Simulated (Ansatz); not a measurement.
Ideal-gas functions of CH₃F₂Sn, SMILES `[CH3][Sn]([F])[F]` radical at 400 K and 1 bar, from an Ansatz frequency run at PBE0-D4/def2-TZVP.

Molar mass 171.74 g/mol, point group Cs (symmetry number 1), electronic degeneracy 2, moments of inertia 113.954, 122.57, 180.294 u Å². Harmonic wavenumbers (cm⁻¹, unscaled): 32, 122, 150, 173, 449, 599, 603, 720, 737, 1138, 1422, 1435, 3074, 3192, 3208.

Use S(trans) = R[1.5 ln M + 2.5 ln T − 1.1517]; rotational temperatures θ = 24.2544 K / I; S(rot) = R[ln(√π/σ · √(T³/θAθBθC)) + 1.5]; for each mode x = 1.438777 ν̃/T, S = R[x/(eˣ − 1) − ln(1 − e⁻ˣ)] and H = RT x/(eˣ − 1); 1 cm⁻¹ = 0.0119627 kJ/mol; R = 8.31446 J/(mol·K).

Task: By hand: the entropy, in J/(mol·K).

Result: Translation 179.1. Rotation: θ = 0.2128, 0.1979, 0.1345 K, giving 113.5. Vibration, mode by mode: 26.29, 15.23, 13.54, 12.39, 5.18, 3.37, 3.34, 2.40, 2.28, 0.72, 0.31, 0.30, 0.00, 0.00, 0.00, in all 85.3. Electronic 5.8. Sum 383.7 J/(mol·K).

Task: By hand: H − E and G − E in kJ/mol, counted from the electronic energy.

Result: Zero-point energy ½ × 17054 × 0.0119627 = 102.0; thermal vibration 15.7; translation, rotation and pV give 4 RT = 13.3. H − E = 131.0 kJ/mol, and G − E = 131.0 − 400 × 383.7/1000 = -22.5 kJ/mol.

Vibration gives 22 % of the entropy, 41.5 J/(mol·K) of it from the modes under 150 cm⁻¹: soft modes count most, and the harmonic formula is weakest for them.
